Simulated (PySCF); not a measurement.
Si(H)(F)(Et)(OH) (C2H7FOSi), SMILES [SiH](F)(CC)O.

Geometry optimised at PBE0-D3(BJ)/def2-SVP. The structure was generated by enumeration, and PubChem lists no compound with its InChIKey, so it may never have been made. Other conformers were not sampled.

Two levels are set side by side: TDA-PBE/def2-SVPD (PySCF) and TDA-ωB97X/def2-SVPD (PySCF). Vertical, same geometry. The lowest singlet is HOMO→LUMO 99 % with PBE and HOMO→LUMO 75 % with the other functional; states are paired by order. Differences are taken from unrounded values.

```json
[
 {"quantity": "lowest singlet excitation (eV)", "TDA-ωB97X": "8.26", "TDA-PBE": "6.64", "TDA-PBE minus TDA-ωB97X": "-1.62"},
 {"quantity": "lowest triplet excitation (TDA) (eV)", "TDA-ωB97X": "7.99", "TDA-PBE": "6.48", "TDA-PBE minus TDA-ωB97X": "-1.52"},
 {"quantity": "first bright state (f over 0.05) (eV)", "TDA-ωB97X": "9.74", "TDA-PBE": "8.13", "TDA-PBE minus TDA-ωB97X": "-1.60"},
 {"quantity": "its oscillator strength", "TDA-ωB97X": "0.06", "TDA-PBE": "0.08", "TDA-PBE minus TDA-ωB97X": "0.02"}
]
```

Functionals without exact exchange tend to place singlet excitations lower, as here. Differences between two approximate levels are no errors against the true value.

Rough cost on one machine, each run with all the roots and properties that it gave: TDA-ωB97X against TDA-PBE about 4 times.
